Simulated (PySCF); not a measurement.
Ti⁺: ionisation energy

Ti⁺ [Ar] 3d2 4s1 (4F) → Ti²⁺ [Ar] 3d2 (3F), as a difference of total energies. All numbers are calculated (PySCF 2.14, the spin-free X2C one-electron Hamiltonian (Gaussian nucleus), in ANO-RCC-VTZP (6s5p3d2f1g, 59 functions)). Correlated levels: valence: [Ar] frozen; valence and next inner shell: [Ne] frozen. The calculations carry no spin-orbit coupling.

| method | ionisation energy (eV) | error (eV) |
| --- | --- | --- |
| UHF | 12.930 | -0.645 |
| LDA | 14.207 | +0.632 |
| PBE | 14.009 | +0.434 |
| PBE0 | 13.785 | +0.210 |
| r2SCAN | 13.818 | +0.243 |
| B3LYP | 13.951 | +0.376 |
| HSE06 | 13.834 | +0.259 |
| revPBE | 13.883 | +0.308 |
| MP2 (valence) | 13.104 | -0.471 |
| SCS-MP2 (valence) | 12.988 | -0.587 |
| MP2 (valence and next inner shell) | 13.524 | -0.051 |
| SCS-MP2 (valence and next inner shell) | 13.359 | -0.216 |

Reference: 13.575 eV (measured; NIST Atomic Spectra Database, ionization energies).

Errors of the correlated levels include the incompleteness of this basis and the frozen core.
